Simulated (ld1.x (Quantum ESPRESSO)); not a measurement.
# Which change was made? (Pm, PAW)

* Element: promethium (Pm)
* Generator: ld1.x (Quantum ESPRESSO) 7.5
* Type: PAW
* Functional: BLYP
* Relativity: scalar-relativistic
* Frozen core: [Kr] 4d10
* Valence charge: 15
* Reference configuration: 4f5 5s2 5p6 5d0 6s1.5 6p0 (charge +0.5)
* Partial waves: 5s (bound): rcut 1.85, rcutus 2.20 bohr; 6s (bound): rcut 1.85, rcutus 2.20 bohr; 5p (bound): rcut 2.40, rcutus 2.95 bohr; 6p (bound, empty): rcut 2.40, rcutus 2.95 bohr; 5d (bound, empty): rcut 2.30, rcutus 2.45 bohr; 5d channel at 0.3 Ry: rcut 2.30, rcutus 2.45 bohr; 4f (bound): rcut 0.65, rcutus 0.75 bohr; 4f channel at -0.05 Ry: rcut 0.65, rcutus 0.75 bohr
* Local potential: all-electron potential smoothed inside 2.75 bohr (lloc = -2)
* Core correction: Bessel-smoothed model core inside 0.60 bohr
* Augmentation charge: PSQ, inside the norm-conserving radii

Cutoffs, loose and tight: the cutoffs (Ry, on a coarse ladder) from which the occupation-weighted sum of valence levels, in a spherical-Bessel basis at the reference potential, stays within 10 and 1 mRy of its value at 400 Ry. They do not see the model core or the augmentation charge, which bear on the density cutoff. Test errors are all-electron minus pseudo excitation energies from the reference, over the configurations 4f5 5s2 5p6 5d0 6s2 6p0; 4f5 5s2 5p6 5d0 6s1 6p0; 4f5 5s2 5p6 5d0 6s0 6p0; 4f4 5s2 5p6 5d1 6s1 6p0; 4f5 5s2 5p6 5d1 6s0 6p0; 4f5 5s1 5p6 5d0 6s2 6p0; 4f5 5s2 5p6 5d0.5 6s1.5 6p0; variants that change the core or the reference have their own tests. The largest error is taken over the tests solved by every variant that gives reliable tests at all, those not shown here included: 4f5 5s2 5p6 5d0 6s0 6p0; 4f5 5s2 5p6 5d0 6s1 6p0; 4f5 5s2 5p6 5d0 6s2 6p0.

The base gives: outcome: generated, overlap not positive; bound ghosts: not determined (overlap not positive); largest test error (meV): -2.8.

Question: After one change the result is: outcome: failed: run_pseudo: Errors in PS-KS equation. Which change was it?
A. waves 4f (bound): rcut 0.65, rcutus 1.10 bohr; 4f channel at -0.05 Ry: rcut 0.65, rcutus 1.10 bohr
B. core [Xe], valence charge 7; reference 4f5 5d0 6s2 6p0; waves now 6s (bound): rcut 2.90, rcutus 3.90 bohr; 6s channel at 0.75 Ry: rcut 2.90, rcutus 3.90 bohr; 6p (bound): rcut 3.75, rcutus 4.80 bohr; 6p channel at 0.35 Ry: rcut 3.75, rcutus 4.80 bohr; 5d (bound): rcut 2.55, rcutus 3.00 bohr; 5d channel at 0.3 Ry: rcut 2.55, rcutus 3.00 bohr; 4f (bound): rcut 1.10, rcutus 1.35 bohr; 4f channel at -0.05 Ry: rcut 1.10, rcutus 1.35 bohr; local potential all-electron potential smoothed inside 4.00 bohr (lloc = -2); core correction Bessel-smoothed model core inside 0.65 bohr
C. local potential all-electron potential smoothed inside 2.44 bohr (lloc = -2)

Answer: B. The others give: waves 4f (bound): rcut 0.65, rcutus 1.10 bohr; 4f channel at -0.05 Ry: rcut 0.65, rcutus 1.10 bohr → outcome: failed: new_paw_hamiltonian: negative rho | local potential all-electron potential smoothed inside 2.44 bohr (lloc = -2) → outcome: generated; cutoff, loose: over 300 Ry; cutoff, tight: over 300 Ry; bound ghosts: none; largest test error (meV): -2.6. A file whose overlap is not positive is unfit for use, and its test errors describe a broken file.
